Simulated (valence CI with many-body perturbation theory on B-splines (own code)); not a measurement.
Which ion has this spectrum?

A relativistic CI+MBPT calculation for an atom or ion with 22 electrons gives these levels (cm⁻¹):

| J | Parity | E | g |
| --- | --- | --- | --- |
| 0 | even | 0 |  |
| 1 | even | 772523 | 1.49 |
| 4 | even | 875433 | 1.05 |
| 2 | even | 911230 | 1.18 |
| 3 | even | 939502 | 1.10 |
| 2 | even | 1621274 | 1.31 |
| 0 | even | 1621874 |  |
| 4 | even | 1645157 | 1.13 |
| 3 | even | 1664734 | 1.18 |
| 5 | even | 1692512 | 1.08 |
| 6 | even | 1715970 | 1.06 |
| 1 | even | 1746637 | 1.04 |
| 3 | even | 1767322 | 1.05 |
| 4 | even | 1772668 | 1.03 |

The energies are calculated, and their last digits are not significant.

(1) Which is it?
A. Pb60+
B. Bi61+
C. Hg58+
D. Au57+

Results:

(1) C. Hg58+, ground level (3d3/2^4) J=0.
